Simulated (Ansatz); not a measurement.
`O[Si](F)(Cl)[TeH]` + `NCO[SiH3]` → `NC[TeH]` + `O[Si](F)(Cl)O[SiH3]`  (redistribution)

Calculated with Ansatz (gas phase, PBE0-D4/def2-TZVP geometries, no zero-point term in ΔE). CCSD(T)/CBS adds triple-zeta CCSD(T) − MP2 to the extrapolated MP2 energy (def2 sets, frozen cores). DFT in def2-TZVPP. Elements past krypton have def2 core potentials. For Te outer-core shells are correlated without core-valence functions, which leaves a few kJ/mol of doubt a bond. One conformer a species, not always the lowest.

`O[Si](F)(Cl)[TeH]`:

Cartesian coordinates in Å:
```
O -1.003 0.863 -1.172
Si 0.039 -0.138 -0.434
F 1.099 -0.506 -1.547
Cl -0.845 -1.884 0.141
Te 1.081 0.998 1.499
H -1.791 1.128 -0.693
H 1.422 -0.460 2.205
```

`NCO[SiH3]`:

Z-matrix (Å, degrees):
```
C
O 1 1.428
N 1 1.417 2 112.7
H 1 1.096 2 109.0 3 -120.9
H 1 1.096 2 109.0 3 120.9
Si 2 1.643 1 123.3 3 179.9
H 3 1.012 1 111.2 2 60.4
H 3 1.012 1 111.2 2 -60.3
H 6 1.481 2 106.7 1 -179.9
H 6 1.491 2 111.1 1 -59.9
H 6 1.491 2 111.1 1 60.1
```

`NC[TeH]`:

Cartesian coordinates in Å:
```
N 0.786 0.328 -0.973
C -0.146 0.342 0.122
Te -1.346 -1.459 -0.001
H 1.507 -0.368 -0.839
H 1.223 1.232 -1.098
H -0.822 1.189 0.014
H 0.280 0.354 1.131
H -1.483 -1.617 1.645
```

`O[Si](F)(Cl)O[SiH3]`:

```xyz
10

O     2.264   -1.110    0.161
Si    1.099   -0.312   -0.622
F     0.753   -1.034   -1.986
Cl    1.817    1.525   -1.064
O    -0.249   -0.225    0.244
Si   -1.630    0.601    0.591
H     2.049   -1.947    0.575
H    -2.198    0.011    1.826
H    -1.314    2.034    0.805
H    -2.591    0.458   -0.530
```

| level | ΔE (kJ/mol) |
| --- | --- |
| r2SCAN-D4 | -88.5 |
| HF/def2-QZVPP | -112.2 |

**Question.** What does CCSD(T)/CBS give? (Best estimate.)

**Answer.** Computed: -100.9 kJ/mol. The listed levels differ from it by 12.4, -11.3 kJ/mol.

Largest T1 diagnostic among the species: 0.011.

In def2-TZVPP, CCSD(T) changes the Hartree–Fock value by +8.1 kJ/mol (the triples alone add +2.8 kJ/mol) and MP2 by +7.5 kJ/mol. From PBE to PBE0 (25 % exact exchange), in def2-TZVPP and without D4, ΔE moves by −8.3 kJ/mol.
